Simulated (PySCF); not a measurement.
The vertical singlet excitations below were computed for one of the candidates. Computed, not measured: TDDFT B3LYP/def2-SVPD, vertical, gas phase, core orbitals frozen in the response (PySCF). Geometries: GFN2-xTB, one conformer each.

| state | ν̃ (cm⁻¹) | f | main configurations (H = HOMO, L = LUMO) |
| --- | --- | --- | --- |
| S1 | 64690 | 0.023 | H→L (97%) |
| S2 | 68280 | 0.012 | H→L+1 (92%) |
| S3 | 68890 | 0.017 | H→L+2 (69%), H-1→L (20%) |
| S4 | 69130 | 0.0056 | H-1→L (74%), H→L+2 (19%) |
| S5 | 72030 | 0.0009 | H→L+3 (86%) |
| S6 | 73120 | 0.0069 | H-1→L+1 (76%), H-2→L (18%) |
| S7 | 73530 | 0.0020 | H-2→L (74%), H-1→L+1 (16%) |
| S8 | 74170 | 0.036 | H-1→L+2 (92%) |

Triplets computed (Tamm–Dancoff): 7.83, 8.25, 8.30 eV.

Orbital energies (eV): HOMO-3 -10.39, HOMO-2 -9.70, HOMO-1 -9.21, HOMO -8.61, LUMO 0.29, LUMO+1 0.80, LUMO+2 0.98.

Task: Which structure fits? All have the formula C4H6F2O.
A. `C=C(CF)OCF`
B. `[C@H](C=O)([C@@H](C)F)F`
C. `CC1[C@@H](F)O[C@@H]1F`

Result: C. Its S1, at 8.02 eV, is the highest among the candidates; the nearest of the others has S1 at 6.59 eV. S1 is HOMO→LUMO (97%). Löwdin shares by element: HOMO carbon 35% or more, oxygen 30% (atoms not listed hold the other 36%); LUMO carbon 42% or more, hydrogen 11% or more (atoms not listed hold the other 47%). At the same level the other candidates give, for their lowest levels:
- `C[C@@H](F)[C@@H](F)C=O`: 4.17 eV (f 0.000); 6.71 eV (f 0.044); 6.93 eV (f 0.001); 7.55 eV (f 0.006); 7.71 eV (f 0.006); T1 3.57 eV; HOMO -8.00, LUMO -1.98 eV
- `C=C(CF)OCF`: 6.59 eV (f 0.056); 6.92 eV (f 0.127); 7.31 eV (f 0.031); 7.38 eV (f 0.053); 7.71 eV (f 0.019); T1 4.48 eV; HOMO -7.19, LUMO -0.15 eV
